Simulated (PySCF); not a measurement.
Orbital picture of GaCl

M06-L at R = 2.222 Å; basis Ga def2-TZVPP, Cl def2-TZVPP; no relativity; PySCF 2.14. State: ¹Σ⁺ (singlet), closed shell. Only the outer orbitals are listed, counted within each symmetry.

| orbital | occ. | ε (eV) | on Ga (%) | main shells (%) |
| --- | --- | --- | --- | --- |
| 11σ | 2 | -10.35 | 49 | 48 Cl p, 46 Ga s |
| 5π | 2 | -7.73 | 6 | 94 Cl p |
| 5π | 2 | -7.73 | 6 | 94 Cl p |
| 12σ | 2 | -6.62 | 65 | 48 Ga s, 35 Cl p, 16 Ga p |
| 6π | 0 | -2.14 | 95 | 94 Ga p |
| 6π | 0 | -2.14 | 95 | 94 Ga p |
| 13σ | 0 | 0.40 | 94 | 78 Ga p, 11 Ga d |

Question: Which are the highest filled and the lowest empty level, where do they sit, and how wide is the gap?

Answer: Highest filled 12σ at -6.62 eV (in %: 48 Ga s, 35 Cl p, 16 Ga p); lowest empty 6π at -2.14 eV (in %: 94 Ga p); the gap at M06-L is 4.48 eV.

| Item | Value |
| --- | --- |
| bond order (Mayer) | 0.97 |
| ⟨S²⟩ | 0.000 |
| charge on Ga (Mulliken, basis-dependent) | 0.41 |
| charge on Ga (Löwdin, basis-dependent) | -0.01 |
| dipole moment (positive dipole means Ga(−)Cl(+)) | -2.44 D |
